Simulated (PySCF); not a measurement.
# Electron correlation in Mg (magnesium, neutral)

[Ne] 3s2, closed-shell 1S. Computed with PySCF 2.14 in cc-pVTZ (5s4p2d1f, 34 functions), with no relativity, point nucleus. Frozen: [Ne]; 2 electrons correlated.

Total MP2 correlation energy: -23.53 mhartree.

Same-spin part 0.00 and opposite-spin part -23.53 mhartree; SCS-MP2 scales them by 1/3 and 6/5 to -28.24 mhartree.

With two correlated electrons CCSD is exact within the correlated space (frozen core and kept virtual orbitals).

```tsv
level	correlation energy (mhartree)
CCSD	-33.73
```

Diagnostics: T1 = 0.015, D1 = 0.0219, largest double amplitude 0.094.

Cost of the coupled-cluster step: 0.09 s of wall time on 1 thread of Neoverse-V1 (shared host), for 2 correlated electrons.

Iterations:

```
CC2 = 0
CCSD nocc = 1, nmo = 29
frozen orbitals [0, 1, 2, 3, 4]
max_cycle = 100
direct = 0
conv_tol = 1e-08
conv_tol_normt = 1e-06
diis_space = 8
diis_start_cycle = 0
Init t2, MP2 energy = -199.636881996338  E_corr(MP2) -0.0235345826104415
Init E_corr(CCSD) = -0.0235345826136601
cycle = 1  E_corr(CCSD) = -0.0288359178392835  dE = -0.00530133523  norm(t1,t2) = 0.0513456
cycle = 2  E_corr(CCSD) = -0.0312438660095173  dE = -0.00240794817  norm(t1,t2) = 0.0259388
cycle = 3  E_corr(CCSD) = -0.0337427732181489  dE = -0.00249890721  norm(t1,t2) = 0.0139127
cycle = 4  E_corr(CCSD) = -0.0337197065904359  dE = 2.30666277e-05  norm(t1,t2) = 0.00113841
cycle = 5  E_corr(CCSD) = -0.0337381053511047  dE = -1.83987607e-05  norm(t1,t2) = 0.000108485
cycle = 6  E_corr(CCSD) = -0.0337280481520539  dE = 1.00571991e-05  norm(t1,t2) = 4.36759e-05
cycle = 7  E_corr(CCSD) = -0.0337300762328313  dE = -2.02808078e-06  norm(t1,t2) = 1.15321e-05
cycle = 8  E_corr(CCSD) = -0.0337300229748352  dE = 5.32579961e-08  norm(t1,t2) = 7.2221e-07
cycle = 9  E_corr(CCSD) = -0.0337300707453157  dE = -4.77704804e-08  norm(t1,t2) = 2.38841e-07
cycle = 10  E_corr(CCSD) = -0.0337300545301462  dE = 1.62151694e-08  norm(t1,t2) = 9.51564e-08
cycle = 11  E_corr(CCSD) = -0.0337300534759681  dE = 1.05417809e-09  norm(t1,t2) = 1.0219e-08
CCSD converged
E(CCSD) = -199.647077467203  E_corr = -0.03373005347596814
```
